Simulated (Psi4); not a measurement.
CH3AlF2, charge +1, doublet, at a GFN2-xTB geometry (such geometries of metal compounds can be far from the true shape) (a state made from the parent by changing its charge; the spin is typed, not shown lowest).

Input for Psi4:
```
memory 2 GB

molecule {
1 2
Al    0.16582743    0.13326291    0.00530415
C    -1.49424149   -1.15936547   -0.06057599
H    -1.15408154   -1.98388762   -0.70042866
H    -2.28282133   -0.52474443   -0.48523813
H    -1.63358931   -1.45251016    0.98807008
F    -0.15547099    1.61363510   -0.57832043
F     1.47549151   -0.59308873    0.63299806
}

set {
  basis sto-3g
  reference uks
}

energy('pbe')
print_variables()
```

Q: What does this run give for the total energy, <S^2>, number of basis functions, nuclear repulsion energy?

A: 
```
Item                              Value
-------------------------  ------------
total energy               -475.1645 Eh
<S^2>                             0.754
number of basis functions            27
nuclear repulsion energy    154.3038 Eh
```

These values belong to the state on which the SCF converged, which isn't shown to be the lowest.
